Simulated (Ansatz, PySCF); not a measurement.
Pulling on the B1–H2 bond in CH5BO (SMILES BOC) (multiplicity 1 held, fragments rigid). Energies count from the point at 1.192 Å.
Geometry at that point (charge 0, multiplicity 1):
```xyz
8

B     -0.29602     0.11288     1.27195
H     -1.18413     0.52666     1.95150
H      0.69681    -0.37887     1.73085
O     -0.44735     0.21798    -0.05665
C      0.53526    -0.23564    -0.98323
H      1.39623    -0.66493    -0.46633
H      0.08263    -0.98693    -1.63070
H      0.85578     0.60971    -1.59247
```

Restricted levels (R-, RO-) in cc, def2 and unpolarised 6-31G sets keep to the state of the molecule at rest. Unrestricted levels (U-) break spin symmetry where that is lower. Active spaces are followed from a long bond inwards. Levels need not reach the same state.

Cores are frozen in the correlated methods. Rows in 3-21G, 6-31G* carry no dispersion term and start afresh at each structure (6-31G* with six Cartesian d functions). MP2/6-31G* freezes PySCF's default core.

Codes used: Ansatz (a quantum-chemistry and plane-wave program) with Gaussian orbitals; PySCF for 3-21G rows, 6-31G* rows. Each number belongs to the level named beside it.

```csv
level,energy at R = 3.816 Å (kcal/mol)
R-HF/3-21G,184.92
U-PBE/cc-pVTZ,105.54
U-B3LYP/6-31G*,110.95
R-B3LYP/cc-pVTZ,137.76
R-MP2/6-31G*,___
R-MP2/cc-pVTZ,___
U-MP2/cc-pVTZ,107.73
U-SCS-MP2/cc-pVTZ,110.76
"FIC-MRCISD+Q on CASSCF(2,2)/cc-pVTZ",109.32
```

Q: Fill in the missing entries.

A: 
- R-MP2/6-31G*, energy at R = 3.816 Å (kcal/mol): 142.08
- R-MP2/cc-pVTZ, energy at R = 3.816 Å (kcal/mol): 145.53

Doubts at one or more of the structures used: a restricted determinant that unrestricted orbitals would lower (R-HF/3-21G, R-B3LYP/cc-pVTZ, R-MP2/6-31G*, R-MP2/cc-pVTZ); a spin-contaminated determinant (U-PBE/cc-pVTZ, U-B3LYP/6-31G*, U-MP2/cc-pVTZ, U-SCS-MP2/cc-pVTZ).
